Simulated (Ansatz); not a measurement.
**What each rung costs, and what it gives**

Saddle point of ZnAsNH6O, closed shell (ZnNH₃O ([NH2][Zn][OH]) + AsH₃ → ZnAsH₃O ([OH][Zn][AsH2]) + NH₃ (still joined by a long Zn–N bond); bonds formed: N2–H4; dative contacts that become bonds: Zn1–As5; bonds broken: H4–As5; bonds weakened to dative contacts: Zn1–N2), PBE0-D4/def2-TZVP structure:

```csv
atom,x (Å),y (Å),z (Å)
Zn1,-0.6514,-0.8033,-0.2313
N2,1.2875,-0.6686,-0.2447
O3,-2.2309,-1.6284,-0.4415
H4,1.0976,0.7511,0.2067
As5,-0.2866,1.6936,0.5361
H6,1.7826,-1.2735,0.4024
H7,1.7366,-0.7817,-1.1476
H8,-2.1585,-2.5408,-0.7281
H9,-0.3156,2.9637,-0.2705
H10,-0.2613,2.2879,1.9186
```

Barriers are electronic and count from the start structure reached by relaxing down the imaginary mode.

Computed with Ansatz 0.2.0 (basis: as named in each row); correlated methods freeze the cores. The 3s and 3p shells of Cu and Zn are frozen; filled d shells are correlated. The def2 sets are not built for correlating such inner shells, so the correlated values are less sure here. B3LYP uses VWN-RPA correlation. Extrapolation: Hartree–Fock as exp(−7.88 √X), correlation as X^−2.97.

Times are rough, for one single point on 8 threads of a shared host (Arm Neoverse V2).

The estimate by CCSD(T) at an estimated basis limit (MP2 extrapolated from triple and quadruple zeta, plus CCSD(T) − MP2 in triple zeta) is 22.88 kcal/mol.

```
      method       basis  time (s)  barrier (kcal/mol)  method less estimate
       SPW92    def2-SVP   under 1                7.81                -15.07
          HF      STO-3G   under 1               48.06                 25.19
      PBE-D4    def2-SVP   under 1               12.46                -10.42
    B3LYP-D4       6-31G   under 1               14.92                 -7.96
     PBE0-D4    def2-SVP         1               14.93                 -7.94
       SPW92  def2-TZVPP         1               13.07                 -9.80
      PBE-D4  def2-TZVPP         2               17.27                 -5.60
     BLYP-D4  def2-TZVPP         2               20.65                 -2.22
    B3LYP-D4  def2-TZVPP         2               22.09                 -0.79
    BHLYP-D4  def2-TZVPP         2               24.69                  1.81
      PBE-D4      STO-3G         3               19.83                 -3.05
CAM-B3LYP-D4  def2-TZVPP         3               23.44                  0.56
     PBE0-D4  def2-TZVPP         3               19.32                 -3.55
   r2SCAN-D4  def2-TZVPP         3               19.43                 -3.44
  r2SCAN0-D4  def2-TZVPP         4               20.68                 -2.20
     wB97M-V    def2-SVP         4               18.22                 -4.66
  RPA on PBE  def2-TZVPP         4               23.87                  0.99
      B2PLYP  def2-TZVPP         5               22.75                 -0.13
    PBE-QIDH  def2-TZVPP         5               21.24                 -1.63
     wB97X-V  def2-TZVPP         6               23.62                  0.75
     wB97M-V  def2-TZVPP         6               23.34                  0.46
      B97M-V  def2-TZVPP         7               22.97                  0.09
     CCSD(T)    def2-SVP         8               20.11                 -2.77
         MP2  def2-QZVPP        18               22.47                 -0.41
     CCSD(T)  def2-TZVPP       200               23.14                  0.27
```

All methods are single points on the PBE0-D4 structures.

No T1 diagnostic of these runs exceeds 0.015.

Labels in which every atom is bracketed show which atoms are joined, not bond orders.
